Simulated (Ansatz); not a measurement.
Start from `[NH2][Cd][O][SiH3]` and change one atom or group to get `[NH2][Cd][OH]`.

Ansatz, PBE0-D4/def2-TZVP geometries, multiplicity 1. Each molecule was computed in one conformer, which needn't be the lowest.

Elements past krypton have def2 core potentials.

```tsv
property	`[NH2][Cd][O][SiH3]`
size of the dipole moment (ωB97M-V/def2-TZVPP) / D	2.72
HOMO–LUMO gap (B3LYP/def2-TZVPP) / eV	5.59
LUMO energy (PBE0/def2-TZVPP) / eV	-1.28
LUMO energy (PBE/def2-TZVPP) / eV	-2.17
HOMO–LUMO gap (PBE0/def2-TZVPP) / eV	6.13
HOMO energy (PBE0/def2-TZVPP) / eV	-7.41
```

**Question.** What does the change do to each property? (An estimate is asked.)

**Answer.** Ansatz gave: 
| property | `[NH2][Cd][OH]` | shift |
| --- | --- | --- |
| size of the dipole moment (ωB97M-V/def2-TZVPP) / D | 2.75 | 0.03 |
| HOMO–LUMO gap (B3LYP/def2-TZVPP) / eV | 5.53 | -0.06 |
| LUMO energy (PBE0/def2-TZVPP) / eV | -0.99 | 0.29 |
| LUMO energy (PBE/def2-TZVPP) / eV | -1.83 | 0.34 |
| HOMO–LUMO gap (PBE0/def2-TZVPP) / eV | 6.08 | -0.05 |
| HOMO energy (PBE0/def2-TZVPP) / eV | -7.07 | 0.34 |

With PBE0 the HOMO rises by 0.34 eV and the LUMO rises by 0.29 eV, so the gap narrows by about 0.05 eV. PBE moves the HOMO by 0.35 eV and ωB97M-V by 0.35 eV. The zero-point energy changes by -42.6 kJ/mol with -9 modes. Dipoles are sizes alone; their direction can turn.

B3LYP here is the variant with VWN-RPA as its local correlation; programs differ in this.
